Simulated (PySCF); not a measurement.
A small calculation by hand: oscillator strength and radiative lifetime

B(H)2(SMe) (CH5BS), SMILES S(B)C.

The structure is a stationary point at B3LYP-D3(BJ)/def2-TZVP.

TDDFT-M06-2X/def2-SVPD in PySCF 2.14.0 puts the first singlet state with f over 0.02 at 6.12 eV (vertical), with the transition dipole (-0.594, -0.865, 0.000) in atomic units.

Task: Find the oscillator strength, the wavelength and the radiative lifetime that this transition would have in vacuum if emission retraced absorption.

Result: 
|μ|² = 1.1011 au, so |μ| = 2.67 D. ΔE = 6.12/27.211 = 0.2249 hartree. f = (2/3) ΔE |μ|² = 0.165 (the program prints 0.165).
λ = 1239.84/6.12 = 203 nm; ν = 49361 cm⁻¹.
Einstein's coefficient A = 0.6670 ν² f s⁻¹ (ν in cm⁻¹) = 2.7e8 s⁻¹, so τ = 1/A = 3.7 ns. This state is S2; the lower singlet has f = 0.000. The figure is the radiative limit of this one transition; relaxation, internal conversion, crossing to triplets and a medium change what is measured.
